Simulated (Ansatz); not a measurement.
Calculated with Ansatz (gas phase, PBE0-D4/def2-TZVP geometries, no zero-point term in ΔE). CBS: MP2 limit from def2 TZ/QZ plus the TZ coupled-cluster correction, frozen cores. Functionals use def2-TZVPP. def2 core potentials past Kr. For Ge, Sn outer-core shells are correlated without core-valence functions, which leaves a few kJ/mol of doubt a bond. Scalar relativity is left out up to krypton. Each species was taken in one conformer, which may not be the lowest.

Consider the formal exchange of groups at the Si–Ge bond: `B[CH2][GeH2][SiH3]` + `C[O][SnH3]` → `[SiH3]C[O][SnH3]` + `B[CH2][GeH3]`.

| level | ΔE (kJ/mol) | difference from CCSD(T)/CBS |
| --- | --- | --- |
| PBE0-D4 | 39.2 | 7.5 |
| B2PLYP | 27.4 | -4.3 |
| PBE | 38.8 | 7.1 |
| PBE0 | 37.4 | 5.7 |
| HF/def2-TZVPP | 15.1 | -16.6 |
| CCSD/def2-TZVPP | 29.2 | -2.5 |
| CCSD(T)/def2-TZVPP | 31.5 | -0.2 |
| SCS-MP2/def2-QZVPP | 26.0 | -5.7 |
| HF/CBS(def2) | 13.8 | -17.9 |
| MP2/CBS(def2) | 30.9 | -0.8 |
| CCSD(T)/CBS | 31.7 | 0 |

Largest T1 diagnostic among the species: 0.014.

In def2-TZVPP, CCSD(T) changes the Hartree–Fock value by +16.4 kJ/mol (the triples alone add +2.2 kJ/mol) and MP2 by +15.6 kJ/mol. The D4 term adds +3.3 kJ/mol with B3LYP and +1.8 kJ/mol with PBE0; it sums over pairs of atoms, weighted by their polarisabilities, and B3LYP, whose exchange is more repulsive, gets the larger term.

B3LYP here is the variant with VWN-RPA as its local correlation; programs differ in this.
